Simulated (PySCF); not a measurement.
Constants of CuC, step by step

State: ⁴Σ⁻, quartet, unpaired electrons σ ↑, π ↑↑. De refers to Cu (3d10 4s1) + C. ROHF-based CCSD(T) in PySCF 2.14 with Cu aug-cc-pVDZ-PP with ECP10, C aug-cc-pVDZ and Cu aug-cc-pVTZ-PP with ECP10, C aug-cc-pVTZ (frozen core orbitals: 5; scalar-relativistic core potentials). Correlation energies are extrapolated as n⁻³ (n = 2, 3), Hartree–Fock as (n+1)·exp(−9√n).

| Level | Re (Å) | ωe (cm⁻¹) | ωexe (cm⁻¹) | αe (cm⁻¹) | De (eV) |
| --- | --- | --- | --- | --- | --- |
| CCSD(T)/DZ | 1.8058 | 599.4 | 4.69 | 0.00577 | 2.070 |
| CCSD(T)/TZ | 1.7899 | 610.5 | 4.56 | 0.00568 | 2.161 |
| HF/CBS | 1.9422 | 524.3 | 3.30 | 0.00411 | 1.337 |
| MP2/CBS | 1.7687 | 636.6 | 4.26 | 0.00512 | 2.309 |
| CCSD/CBS | 1.8104 | 588.8 | 4.05 | 0.00526 | 2.017 |
| CCSD(T)/CBS | 1.7850 | 614.7 | 4.51 | 0.00565 | 2.191 |

Question: How much is left between CCSD(T)/TZ and the basis-set limit, and how much do the triples give at the limit?

Answer: CCSD(T)/CBS less CCSD(T)/TZ: -4.9 mÅ in Re, +4.2 cm⁻¹ in ωe and +0.030 eV in De. CCSD(T)/CBS less CCSD/CBS: -25.4 mÅ in Re, +25.9 cm⁻¹ in ωe and +0.174 eV in De.

The T1 diagnostic is 0.054, large enough to doubt a single reference. The state was picked by a PBE0 search and need not be the measured ground state. Spin–orbit coupling, excitations beyond (T) and corrections to the Born–Oppenheimer picture are left out.

The whole job (state search and all basis sets along the bond) took about 25 min on 4 threads of Arm Neoverse V1 (shared host), peak memory 15 GiB.
